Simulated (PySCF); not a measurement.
**The third ionisation energy along the 5d series**

All values are computed (PySCF 2.14, energy differences of UHF-based or UKS calculations, no spin-orbit coupling). Values in eV. The last column holds reference values (NIST; (s) semi-empirical, (t) theoretical, else measured). Unmarked ones compare directly (S terms, centres of terms, or small fine structure); those marked * lie between the lowest fine-structure levels and include a spin-orbit shift.

```
                                                          element                  configurations    PBE0  r2SCAN  SCS-MP2 (valence)  CCSD (valence and next inner shell)  CCSD(T) (valence and next inner shell)  CCSD (valence)           reference
Hf (def2-TZVPPD with the def2 core potential (60 electrons), ECP)   [Xe] 4f14 5d2 → [Xe] 4f14 5d1  22.410  22.390             21.482                               21.868                                  21.881          21.570  22.55 ± 0.04 (t) *
Ta (def2-TZVPPD with the def2 core potential (60 electrons), ECP)   [Xe] 4f14 5d3 → [Xe] 4f14 5d2  24.170  24.180             23.141                               23.668                                  23.690          23.389    23.1 ± 1.6 (t) *
 W (def2-TZVPPD with the def2 core potential (60 electrons), ECP)   [Xe] 4f14 5d4 → [Xe] 4f14 5d3  25.866  25.762             24.840                               25.464                                  25.495          25.220      26 ± 0.4 (s) *
Re (def2-TZVPPD with the def2 core potential (60 electrons), ECP)   [Xe] 4f14 5d5 → [Xe] 4f14 5d4  28.266  28.304             27.394                               27.944                                  27.976          27.818      27 ± 1.6 (t) *
Os (def2-TZVPPD with the def2 core potential (60 electrons), ECP)   [Xe] 4f14 5d6 → [Xe] 4f14 5d5  26.790  26.498             26.348                               26.270                                  26.353          26.198      25 ± 1.6 (t) *
Ir (def2-TZVPPD with the def2 core potential (60 electrons), ECP)   [Xe] 4f14 5d7 → [Xe] 4f14 5d6  29.178  29.024             28.908                               28.717                                  28.785          28.735      28 ± 1.6 (t) *
Pt (def2-TZVPPD with the def2 core potential (60 electrons), ECP)   [Xe] 4f14 5d8 → [Xe] 4f14 5d7  30.990  30.933             30.706                               30.534                                  30.609          30.563      29 ± 1.6 (t) *
Au (def2-TZVPPD with the def2 core potential (60 electrons), ECP)   [Xe] 4f14 5d9 → [Xe] 4f14 5d8  32.731  32.547             32.517                               32.365                                  32.451          32.416      30 ± 1.6 (t) *
Hg (def2-TZVPPD with the def2 core potential (60 electrons), ECP)  [Xe] 4f14 5d10 → [Xe] 4f14 5d9  35.235  35.220             35.218                               34.952                                  35.022          35.099      34.49 ± 0.05 *
```

"Valence" correlates the outer s and p shells and, in groups 3 to 12 and the f block, the outer d or f shell, open or full, or the next shell where the ion has no valence electron left; the wider scheme adds the next inner shell.
